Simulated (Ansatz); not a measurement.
Species: TaH5, charge 0, multiplicity 1. SMILES: [TaH5]
Coordinates optimised at B3LYP-D3(BJ)/def2-TZVP (Ansatz, a first-principles code):
```
Ta
H 1 1.7600
H 1 1.7600 2 77.66
H 1 1.7600 2 77.66 3 130.38
H 1 1.7600 2 124.93 3 65.19
H 1 1.7939 2 117.53 3 -114.81
```
Charge 0, spin multiplicity 1.

Wanted: vertical electron affinity (to the doublet state of charge -1; a negative value means that the extra electron is unbound and the number depends on the basis; each state is the SCF solution reached for its spin; the molecule has degenerate orbitals, so one determinant may break the symmetry; for the singlet T1 is 0.027), in eV. Valence correlation only, unless marked. Open shells are spin-unrestricted. No spin-orbit coupling. The frozen core is the preceding noble-gas configuration, with the filled d and f shells of earlier blocks. Past Kr the def2 sets carry scalar-relativistic core potentials. Anions need diffuse functions: def2-D sets add few. CBS marks a two-point X^-3 extrapolation of the correlation energy; Hartree-Fock from the larger set.

```
level                                program  vertical electron affinity (eV)
-----------------------------------  -------  -------------------------------
HF/def2-SVPD                          Ansatz                             0.62
HF/def2-TZVPPD                        Ansatz                             0.56
HF/def2-QZVPPD                        Ansatz                             0.57
SVWN5/def2-TZVPD                      Ansatz                             1.16
PBE/def2-TZVPD                        Ansatz                             1.03
B2PLYP/def2-TZVPD                     Ansatz                             0.99
MP2/def2-SVPD                         Ansatz                             0.93
RI-MP2/CBS(def2-TZVPPD,def2-QZVPPD)   Ansatz                             1.06
CCSD/def2-SVPD                        Ansatz                             0.96
```
